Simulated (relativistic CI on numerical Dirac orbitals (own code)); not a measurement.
## Forbidden transitions in Pd XVII

Calculated at this level of theory: Dirac-Coulomb-Breit CI, separate exchange-only KLI orbitals for each configuration, a model potential for QED, unscaled Slater integrals (own radial code, finite nucleus).

Configuration list (outside the closed core [Ar]): 3d10 4s2, 3d10 4s 4p, 3d10 4p2, 3d10 4s 4d, 3d10 4d2, 3d10 4s 4f, 3d10 4p 4d, 3d10 4f2, 3d10 4p 4f, 3d10 4s 5s, 3d10 4d 4f, 3d10 4s 5p, 3d10 4s 5d, 3d10 4s 5f, 3d10 4s 5g, 3d10 4s 6s, 3d10 4s 6p, 3d10 4s 6d, 3d10 4s 6f, 3d10 4s 7s, 3d9 4s2 4p, 3d9 4s2 4d, 3d9 4s2 4f, 3d9 4s2 5s, 3d9 4s2 5p, 3d9 4s2 5d. Double excitations out of closed p, d and f shells are left out; levels of such configurations are missing from the list, as are those of other unlisted configurations, and high levels can miss mixing partners. These lack a partner that the ground configuration has and come out too high: 3d9 4s2 4p, 3d9 4s2 4d, 3d9 4s2 4f, 3d9 4s2 5s, 3d9 4s2 5p.

```csv
λ vac (Å),Lower,Upper,Type,A (s⁻¹),gf,Branching (%)
39.560,3d10 4s 4p 3P°_2 [4],3d9 4s2 4p 3D°_2 [130],E2,2.11e+07,2.47e-05,24.6
39.568,3d10 4s 4p 3P°_1 [3],3d9 4s2 4p 3D°_3 [126],E2,3.84e+06,6.31e-06,3.5
39.717,3d10 4s 4p 3P°_2 [4],3d9 4s2 4p 3F°_3 [128],E2,1.51e+07,2.49e-05,14.9
39.802,3d10 4s 4p 3P°_0 [2],3d9 4s2 4p 3F°_2 [121],E2,1.47e+07,1.74e-05,19.6
39.981,3d10 4s 4p 3P°_2 [4],3d9 4s2 4p 3P°_0 [127],E2,3.24e+07,7.76e-06,71.3
40.003,3d10 4s 4p 3P°_1 [3],3d9 4s2 4p 3F°_2 [121],E2,1.81e+07,2.17e-05,24.2
40.240,3d10 4s 4p 3P°_2 [4],3d9 4s2 4p 3D°_3 [126],E2,1.79e+07,3.04e-05,16.5
40.343,3d10 4s 4p 3P°_2 [4],3d9 4s2 4p 1D°_2 [124],E2,1.09e+07,1.33e-05,17.2
40.526,3d10 4s 4p 3P°_2 [4],3d9 4s2 4p 3F°_4 [123],E2,3.20e+07,7.10e-05,41.9
40.543,3d10 4s 4p 3P°_0 [2],3d9 4s2 4p 3P°_2 [118],E2,1.75e+07,2.15e-05,30.4
40.650,3d10 4s 4p 3P°_1 [3],3d9 4s2 4p 3F°_3 [119],E2,2.65e+07,4.59e-05,27.5
40.751,3d10 4s 4p 3P°_1 [3],3d9 4s2 4p 3P°_2 [118],E2,1.27e+07,1.58e-05,22.1
40.842,3d10 4s 4p 1P°_1 [5],3d9 4s2 4p 3D°_2 [130],E2,1.02e+07,1.28e-05,12.0
41.009,3d10 4s 4p 1P°_1 [5],3d9 4s2 4p 3F°_3 [128],E2,1.48e+07,2.60e-05,14.6
41.567,3d10 4s 4p 1P°_1 [5],3d9 4s2 4p 3D°_3 [126],E2,1.01e+07,1.83e-05,9.3
41.677,3d10 4s 4p 1P°_1 [5],3d9 4s2 4p 1D°_2 [124],E2,1.99e+07,2.59e-05,31.4
42.764,3d10 4s 4p 1P°_1 [5],3d9 4s2 4p 3F°_3 [119],E2,3.94e+06,7.57e-06,4.1
2369.1,3d10 4s 4p 3P°_1 [3],3d10 4s 4p 3P°_2 [4],M1,9.64e+02,4.06e-06,98.1
```

Terms are leading LS components. Brackets give the number of a level in order of energy, since labels repeat. The list gives strong lines, with weight on those to low levels, among the lowest 147 of 202 levels, so that lines to higher ones, which can be the strongest, are missing. Levels whose partners in the same complex of configurations lie outside the list can be far off, and so can their lines. Rates are taken at the computed energies, electric ones in the length gauge.

At this charge energies of transitions that change n are usually good to better than 1 %, and those within a shell (Δn = 0) to a few per cent.

LS names give the leading component of a level, which can be under half, so a name can repeat, a term be missing and a line seem to break the LS rules.
